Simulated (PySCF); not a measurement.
## Ir: excitation energy

Ir [Xe] 4f14 5d7 6s2 (4F) → Ir [Xe] 4f14 5d6 6s2 7s1 (6D), as a difference of total energies. Computed with PySCF 2.14 in aug-cc-pVTZ-PP with one added diffuse shell each of s, p, d, f, g type with ECP60MDF (7s7p6d4f3g, 113 functions), with scalar relativity through the core potential. Correlated levels: valence: 5s2 5p6 frozen. The calculations carry no spin-orbit coupling.

| method | excitation energy (eV) |
| --- | --- |
| UHF | 6.918 |
| LDA | 8.461 |
| PBE | 8.331 |
| PBE0 | 8.209 |
| r2SCAN | 8.317 |
| B2PLYP | 8.309 |
| MP2 (valence) | 8.238 |
| SCS-MP2 (valence) | 8.418 |

**Question.** How much does correlation contribute at MP2 (valence)?

**Answer.** 8.238 − (6.918) = 1.320 eV, measured against UHF.

The promoted electron is Rydberg-like, and one or two diffuse shells describe it only roughly, which tends to raise the upper state.
